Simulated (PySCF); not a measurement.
An equivalent PySCF input for N⁺ (nitrogen, charge +1), [He] 2s2 2p2, high-spin 3P determinant, with no relativity, point nucleus:

```python
from pyscf import gto, scf, dft, mp, cc
import basis_set_exchange as bse
mol = gto.M(atom="N 0 0 0", charge=1, spin=2, symmetry="D2h",
            basis=gto.basis.parse(bse.get_basis("pcseg-2", elements=["N"], fmt="nwchem", header=False)))
mf = dft.UKS(mol, xc="M062X")
mf.irrep_nelec = {'Ag': (2, 2), 'B1u': (1, 0), 'B2u': (1, 0)}
mf.kernel()
```

It reaches the same state as the run whose output follows, with an energy that differs only through the grid. The run itself started from symmetry-adapted Hartree-Fock orbitals and held the occupation by maximum overlap, on a logarithmic radial grid, so the iterations belong to that start.

```
SCF conv_tol = 1e-09
number electrons alpha = 4  beta = 2
XC functionals = M062X
    Y. Zhao and D. G. Truhlar.,  Theor. Chem. Acc. 120, 215 (2008)
    Y. Zhao and D. G. Truhlar.,  Theor. Chem. Acc. 120, 215 (2008)
cycle= 1 E= -54.0531373937585  delta_E= -0.00179  |g|= 0.00718  |ddm|= 0.0484
cycle= 2 E= -54.0531591215654  delta_E= -2.17e-05  |g|= 0.00116  |ddm|= 0.00492
cycle= 3 E= -54.0531597005683  delta_E= -5.79e-07  |g|= 0.000203  |ddm|= 0.000922
cycle= 4 E= -54.0531597171666  delta_E= -1.66e-08  |g|= 6.99e-06  |ddm|= 0.000152
cycle= 5 E= -54.0531597171915  delta_E= -2.49e-11  |g|= 2.53e-07  |ddm|= 6.57e-06
converged SCF energy = -54.0531597171915  <S^2> = 2.0022125  2S+1 = 3.0014746
```
